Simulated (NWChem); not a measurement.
System: C4H4F2; SMILES F/C=C(\F)C=C

The following NWChem deck was run.

```
start job
memory heap 200 mb stack 900 mb global 1100 mb
geometry units angstroms noautosym nocenter noautoz
  C     -0.048962     2.443828     0.000000
  C     -0.690704     1.268920     0.000000
  C     -0.018229    -0.014511     0.000000
  F      1.313175     0.011227     0.000000
  C     -0.658199    -1.193339     0.000000
  F     -0.012057    -2.347684     0.000000
  H      1.042536     2.489706     0.000000
  H     -0.599632     3.386261     0.000000
  H     -1.784471     1.230868     0.000000
  H     -1.746945    -1.273587     0.000000
end
basis spherical
  * library 6-31g*
end
dft
  xc b3lyp
  iterations 150
end
property
  shielding
end
task dft property
```

The geometry was optimised at PBE0/def2-SVP.

GIAO values for the isolated, static molecule; σ is the absolute isotropic shielding, δ = σ(reference) − σ with the isolated reference molecule computed at the same levels (13C: tetramethylsilane, 19F: trichlorofluoromethane, 1H: tetramethylsilane).

Atoms are numbered as in the input.

Give the results of this calculation. (B3LYP/6-31G* (spherical d), GIAO.) Quantities: δ C1 (ppm); δ C2 (ppm); δ C3 (ppm); δ F6 (ppm); δ H7 (ppm); δ H8 (ppm); δ H10 (ppm).

The δ C1 (ppm) is 109.5, the δ C2 (ppm) is 117.8 and the δ C3 (ppm) is 140.3. The δ F6 (ppm) is -144.4, the δ H7 (ppm) comes out as 5.48 and the δ H8 (ppm) is 5.03. The δ H10 (ppm) comes out as 6.06.
